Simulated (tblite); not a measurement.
Compound: C2H2BF3O2.
Bonds: F1–B2, B2–O3, O3–C4, C4–C5, C5–F6, C5–F7, C5–O8, B2–O8. Hydrogens: H9, H10 on C4.

Computed with GFN2-xTB (tblite), gas phase: L-BFGS steps from a force-field or distance-geometry start until the largest atomic force falls under 0.01 eV/Å.

Step 7: E = -788.9683 eV
```
atom  x, y, z in Å  |  force x, y, z in eV/Å
F1     -1.6817    2.1226   -0.2790    0.550  -0.793  -0.429
B2     -0.8875    1.0662   -0.4162   -0.716   0.715  -0.703
O3     -1.3225   -0.2287   -0.5098    0.268   0.734   0.186
C4     -0.2650   -0.9813    0.0474    0.143   0.125   0.292
C5      0.9327    0.0067    0.0856    0.267   0.420   0.174
F6      2.0717   -0.4405   -0.4587   -0.239  -0.053  -0.413
F7      1.3015    0.3050    1.3571    0.020  -0.449   0.576
O8      0.4952    1.1835   -0.4409   -0.479  -0.171   0.089
H9     -0.6098   -1.1210    1.0705    0.416  -0.687   0.298
H10    -0.0257   -1.9078   -0.4788   -0.230   0.158  -0.069
```

Step 8: E = -789.0610 eV
```
atom  x, y, z in Å  |  force x, y, z in eV/Å
F1     -1.6887    2.1443   -0.3593    0.198  -0.379  -0.257
B2     -0.9153    1.0872   -0.4045    0.157  -0.073  -0.698
O3     -1.3309   -0.2124   -0.4649    0.279   0.407   0.154
C4     -0.2567   -0.9911    0.0513    0.013   0.365   0.193
C5      0.9466    0.0052    0.0907   -0.149   0.313   0.221
F6      2.0842   -0.4279   -0.4751   -0.415   0.072  -0.286
F7      1.3153    0.2768    1.3735    0.062  -0.443   0.327
O8      0.4793    1.1808   -0.4101   -0.311   0.062   0.057
H9     -0.5879   -1.1435    1.0772    0.437  -0.714   0.253
H10    -0.0370   -1.9147   -0.5016   -0.272   0.389   0.036
```

Q: Estimate the geometry and energy of step 9. (The exact step hangs on the optimiser's Hessian estimate; all steps are aligned on step 8, rigid shifts and turns removed.)

A: E = -789.1357 eV, largest force 1.008 eV/Å
```
atom  x, y, z in Å  |  force x, y, z in eV/Å
F1     -1.6915    2.1565   -0.4328   -0.086  -0.022  -0.193
B2     -0.9342    1.1017   -0.4059    0.721  -0.459  -0.534
O3     -1.3336   -0.1923   -0.4244    0.107  -0.170   0.125
C4     -0.2499   -0.9929    0.0583   -0.124   0.432   0.125
C5      0.9548    0.0093    0.0992   -0.425   0.132   0.233
F6      2.0861   -0.4151   -0.4936   -0.530   0.189  -0.142
F7      1.3283    0.2448    1.3921    0.089  -0.347   0.053
O8      0.4619    1.1807   -0.3828    0.112   0.314   0.073
H9     -0.5612   -1.1758    1.0870    0.398  -0.633   0.158
H10    -0.0518   -1.9122   -0.5200   -0.263   0.563   0.101
```

The energy changes by -0.0747 eV. The first-order estimate −F·Δx gives -0.1020 eV and the mean of the old and new forces, exact on a quadratic surface, -0.0748 eV. The step makes an angle of 60° with the force vector and moves no atom by more than 0.075 Å.

The cost below is that of the whole relaxation. The run took 0.32 s wall on one thread of an Arm Neoverse N1, shared host with 64 logical CPUs at a one-minute load of 60.
